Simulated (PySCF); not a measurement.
## Spinor energies of Fe (iron, neutral)

Start: [Ar] 3d6 4s1 4p1; 3d3/2 filled at m_j = +3/2; 3d5/2 filled at m_j = -3/2, -1/2, +1/2, +3/2, +5/2; 4s1/2 filled at m_j = +1/2; 4p3/2 filled at m_j = +3/2. Calculated with PySCF 2.14 in x2c-SVPall-2c with one added diffuse shell each of s, d type (6s5p4d1f, 48 functions): generalised Hartree-Fock with the X2C-1e Hamiltonian and a Gaussian nucleus; one run each with spin-orbit coupling (SO) switched off, then screened by Boettger's factors. This is a chosen level, not necessarily the ground level.

| spinor shell | electrons | ε, spin-free (eV) | ε, screened SO (eV) | weight of nominal j (screened SO) | rms radius, screened SO (bohr) |
| --- | --- | --- | --- | --- | --- |
| 1s1/2 | 2 | -7172.7 | -7172.7 | 1.000 | 0.0676 |
| 2s1/2 | 2 | -882.08 | -882.06 | 1.000 | 0.288 |
| 2p1/2 | 2 | -748.19 | -757.13 | 0.988 | 0.259 |
| 2p3/2 | 4 | -748.19 | -743.76 | 0.994 | 0.261 |
| 3s1/2 | 2 | -115.22 | -115.20 | 1.000 | 0.872 |
| 3p3/2 | 4 | -74.704 | -73.986 | 0.830 | 0.938 |
| 3p1/2 | 2 | -74.704 | -76.135 | 0.660 | 0.935 |
| 3d5/2 | 5 | -16.950 | -17.921 | 0.589 | 1.24 |
| 3d3/2 | 1 | -16.950 | -12.095 | 0.790 | 1.30 |
| 4s1/2 | 1 | -9.169 | -9.168 | 1.000 | 3.22 |
| 4p3/2 | 1 | -3.877 | -3.846 | 1.000 | 3.12 |

| quantity | spin-free | screened SO |
| --- | --- | --- |
| E (hartree) | -1271.04742 | -1271.06199 |
| M_J | 6 | 6 |
| ⟨J²⟩ | 42.009 | 42.009 |
| ⟨L²⟩ | 12.009 | 12.016 |
| ⟨S²⟩ | 12.000 | 11.996 |

Each row is a mean over spinors that exchange with the open shell spreads, by up to 15.352 eV (3p3/2).

Rows whose weight is well below 1 are mixtures of j = l ± 1/2: exchange outweighs spin-orbit coupling there, and the label is only the starting occupation.

Without spin-orbit coupling the j labels of p, d and f shells carry no meaning; the spin-free column gives the mean over the occupied spinors of each nl shell.
